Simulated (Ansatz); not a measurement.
A run for Ansatz (a program for electronic structure): U-PBE0/def2-TZVPP on AlMo, 2S+1 = 2, a spin state set in the input, which need not be the lowest. Elements past Kr take the def2 small-core potentials; no spin–orbit coupling.

Ansatz 0.2 input:
```yaml
crystal:
  periodic: [false, false, false]
  atoms:
    - {symbol: Mo, position_ang: [0.00000000, 0.00000000, 0.00000000]}
    - {symbol: Al, position_ang: [0.00000000, 0.00000000, 2.61200000]}
basis:
  gaussian:
    orbitals: def2-TZVPP
hamiltonian:
  xc: {name: PBE0}
magnetization: {spin_polarized: true, initial_magnetization: 1}
relax: {f_tol: 0.002, max_steps: 120}
```

The log:

```
WARN ansatz: RAYON_NUM_THREADS=1 ignored (pool sized by the plan → 1); use --threads N
Functional definition: PBE0
integrals: 0.02 GiB planned
669 factors; their error is unknown
mean field: 0.34 GiB planned
mean field evaluation 1: about -8427.9364 eV, gradient 5.0e1 eV
mean field evaluation 2: about -8257.7667 eV, gradient 1.1e2 eV
mean field evaluation 4: about -8413.1763 eV, gradient 6.6e1 eV
mean field evaluation 8: about -8436.2090 eV, gradient 3.3e1 eV
mean field evaluation 16: about -8444.1580 eV, gradient 6.5e0 eV
mean field evaluation 32: about -8444.6191 eV, gradient 2.6e-5 eV
mean field evaluation 64: about -8429.6611 eV, gradient 7.7e1 eV
mean field evaluation 96: about -8444.6998 eV, gradient 3.9e-2 eV
mean field evaluation 128: about -8444.1095 eV, gradient 8.0e-2 eV
mean field evaluation 160: about -8443.7075 eV, gradient 2.3e-1 eV
mean field evaluation 192: about -8436.2118 eV, gradient 3.1e1 eV
mean field evaluation 224: about -8444.6565 eV, gradient 2.9e-3 eV
mean field evaluation 256: about -8444.6424 eV, gradient 2.2e-1 eV
mean field evaluation 288: about -8444.6184 eV, gradient 4.2e-1 eV
mean field evaluation 320: about -8444.1859 eV, gradient 7.7e-1 eV
mean field evaluation 352: about -8444.0235 eV, gradient 7.8e-1 eV
mean field evaluation 384: about -8444.0105 eV, gradient 1.1e1 eV
mean field evaluation 416: about -8444.6739 eV, gradient 1.7e-1 eV
mean field evaluation 448: about -8444.6545 eV, gradient 3.4e-2 eV
mean field evaluation 480: about -8444.6258 eV, gradient 5.1e-1 eV
mean field -8444.70063780 eV, -310.3370244155 hartree, gradient 2.2e-6 eV, S^2 2.737425; 33 other end points of the search recorded, 0 dependent functions left out
the calculation of the forces begins
reference -8444.70066115 eV, -310.3370252737 hartree; 14, 13 occupied and 84, 85 virtual orbitals, 669 factors
relax step   1: F+E_penalty+E_count = -8444.70063780 eV  Δ(F+E_penalty+E_count) = +0.000e0 eV  max|allowed force component| = 7.803e-2 eV/Å  Δτ_max = 0.0000 Å  (2855 SCF iters, accepted)
these checks for a lower state are left out or cut short: starts, cluster_reference, orbital_swaps, neighbouring_geometries, increment
integrals: 0.02 GiB planned
669 factors; their error is unknown
mean field: 0.33 GiB planned
mean field evaluation 512: about -8444.7012 eV, gradient 5.9e-5 eV
mean field evaluation 544: about -8444.6997 eV, gradient 3.6e-9 eV
mean field -8444.70115836 eV, -310.3370435457 hartree, gradient 1.8e-8 eV, S^2 2.739407; 1 other end points of the search recorded, 0 dependent functions left out
the calculation of the forces begins
reference -8444.70118171 eV, -310.3370444036 hartree; 14, 13 occupied and 84, 85 virtual orbitals, 669 factors
relax step   2: F+E_penalty+E_count = -8444.70115836 eV  Δ(F+E_penalty+E_count) = -5.206e-4 eV  max|allowed force component| = 1.357e-2 eV/Å  Δτ_max = 0.0057 Å  (483 SCF iters, accepted)
these checks for a lower state are left out or cut short: starts, cluster_reference, orbital_swaps, neighbouring_geometries, increment
integrals: 0.02 GiB planned
669 factors; their error is unknown
mean field: 0.34 GiB planned
mean field evaluation 576: about -8444.6995 eV, gradient 1.1e-4 eV
mean field -8444.70117500 eV, -310.3370441573 hartree, gradient 2.0e-8 eV, S^2 2.739814; 1 other end points of the search recorded, 0 dependent functions left out
the calculation of the forces begins
reference -8444.70119835 eV, -310.3370450152 hartree; 14, 13 occupied and 84, 85 virtual orbitals, 669 factors
relax step   3: F+E_penalty+E_count = -8444.70117500 eV  Δ(F+E_penalty+E_count) = -1.664e-5 eV  max|allowed force component| = 3.071e-4 eV/Å  Δτ_max = 0.0012 Å  (483 SCF iters, accepted)
integrals: 0.02 GiB planned
669 factors; their error is unknown
mean field: 0.34 GiB planned
mean field evaluation 608: about -8444.6139 eV, gradient 2.0e-1 eV
mean field evaluation 640: about -8444.1596 eV, gradient 6.3e0 eV
mean field evaluation 672: about -8444.0836 eV, gradient 1.3e-5 eV
mean field evaluation 704: about -8444.5790 eV, gradient 1.1e0 eV
mean field evaluation 736: about -8444.6603 eV, gradient 2.7e-2 eV
mean field evaluation 768: about -8444.6607 eV, gradient 2.1e0 eV
mean field evaluation 800: about -8444.6389 eV, gradient 1.3e0 eV
mean field -8444.70117500 eV, -310.3370441573 hartree, gradient 2.5e-8 eV, S^2 2.739814; 19 other end points of the search recorded, 0 dependent functions left out
the calculation of the forces begins
reference -8444.70119835 eV, -310.3370450152 hartree; 14, 13 occupied and 84, 85 virtual orbitals, 669 factors
Total energy: -8444.70119835 eV, -310.3370450152 hartree
Atom 0 at     0.000000    -0.000000    -0.006909 Å, force     0.000000    -0.000000    -0.000307 eV/Å
Atom 1 at    -0.000000     0.000000     2.618909 Å, force    -0.000000    -0.000000     0.000307 eV/Å
Dipole moment:     0.000003    -0.000000    -0.235346 e Å
```

The run converged. Its determinant has ⟨S²⟩ = 2.74, a mixture of spin states.

Cost: around 5 core-minutes (rough).
